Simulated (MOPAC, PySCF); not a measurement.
[Mo(F)4(OH)2], neutral singlet in the gas phase. 

Cartesian coordinates (Å):
```xyz
9

Mo     0.1469     0.1013    -0.0202
F      0.3796    -1.7334     0.2257
F     -0.3548     0.0878     1.7768
F      1.9037     0.3331     0.5563
F     -1.6298    -0.2611    -0.4508
O      0.6868    -0.0726    -1.7770
H      1.0144    -0.7239    -2.4226
O     -0.1540     1.9246    -0.0689
H     -0.4714     2.6470     0.5023
```
Charge 0, spin multiplicity 1.

All levels are single points at this geometry (TPSS-D3(BJ)/def2-SVP); Pople sets use spherical d functions. Orbital energies aren't observables, and empty levels follow the basis.

PM6 in MOPAC gives gap (eV) = 11.69.

### Question
Estimate the gap (eV) from each of these levels: B3LYP-D3(BJ)/def2-TZVP in PySCF; PBE-D3(BJ)/def2-TZVP in PySCF; TPSSh-D3(BJ)/def2-TZVP in PySCF; B3LYP/6-311+G** (LANL2DZ on Mo) in PySCF; B3LYP/6-31G* (LANL2DZ on Mo) in PySCF; BP86/6-31G* (LANL2DZ on Mo) in PySCF; M06-2X/6-31G* (LANL2DZ on Mo) in PySCF; PBE/6-31G* (LANL2DZ on Mo) in PySCF; SVWN5/6-31G* (LANL2DZ on Mo) in PySCF; HF/6-31G* (LANL2DZ on Mo) in PySCF; AM1 in MOPAC; PM7 in MOPAC.

### Answer

```json
[
 {"level": "B3LYP-D3(BJ)/def2-TZVP in PySCF", "gap (eV)": "5.67"},
 {"level": "PBE-D3(BJ)/def2-TZVP in PySCF", "gap (eV)": "3.86"},
 {"level": "TPSSh-D3(BJ)/def2-TZVP in PySCF", "gap (eV)": "4.88"},
 {"level": "B3LYP/6-311+G** (LANL2DZ on Mo) in PySCF", "gap (eV)": "5.28"},
 {"level": "B3LYP/6-31G* (LANL2DZ on Mo) in PySCF", "gap (eV)": "5.36"},
 {"level": "BP86/6-31G* (LANL2DZ on Mo) in PySCF", "gap (eV)": "3.62"},
 {"level": "M06-2X/6-31G* (LANL2DZ on Mo) in PySCF", "gap (eV)": "8.20"},
 {"level": "PBE/6-31G* (LANL2DZ on Mo) in PySCF", "gap (eV)": "3.62"},
 {"level": "SVWN5/6-31G* (LANL2DZ on Mo) in PySCF", "gap (eV)": "3.67"},
 {"level": "HF/6-31G* (LANL2DZ on Mo) in PySCF", "gap (eV)": "12.99"},
 {"level": "AM1 in MOPAC", "gap (eV)": "11.59"},
 {"level": "PM7 in MOPAC", "gap (eV)": "12.46"}
]
```
